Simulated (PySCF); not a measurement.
Gas-phase reaction: Mo₂O₆ + 3 Cl₂ → 2 MoO₂Cl₂ + 2 ClO

Method: PySCF energies (xtb for GFN2) plus ideal-gas RRHO corrections (1 bar). † marks an energy on the PBE0/def2-TZVP geometry and frequencies; other levels use their own. Open shells (unrestricted): ClO (multiplicity 2); the rest are closed-shell singlets. GFN2 has no spin-polarisation term. Spin-orbit splitting is ignored; it lowers the true energy and changes the entropy of ClO. B3LYP is the form with VWN-RPA correlation. Mo: scalar-relativistic def2 core potential, no spin-orbit coupling.

```csv
level,"ΔH°(298 K), kJ"
B3LYP/def2-TZVP†,66
BLYP/def2-TZVP†,?
GFN2-xTB,?
M06-2X/def2-TZVP†,?
PBE/def2-SVP,?
PBE/def2-TZVP†,69
PBE0/def2-QZVP†,75
ωB97M-V/def2-TZVP†,100
```

Q: Fill in the missing entries.

A: 
- BLYP/def2-TZVP†, ΔH°(298 K), kJ: 63
- GFN2-xTB, ΔH°(298 K), kJ: 146
- M06-2X/def2-TZVP†, ΔH°(298 K), kJ: 104
- PBE/def2-SVP, ΔH°(298 K), kJ: 66
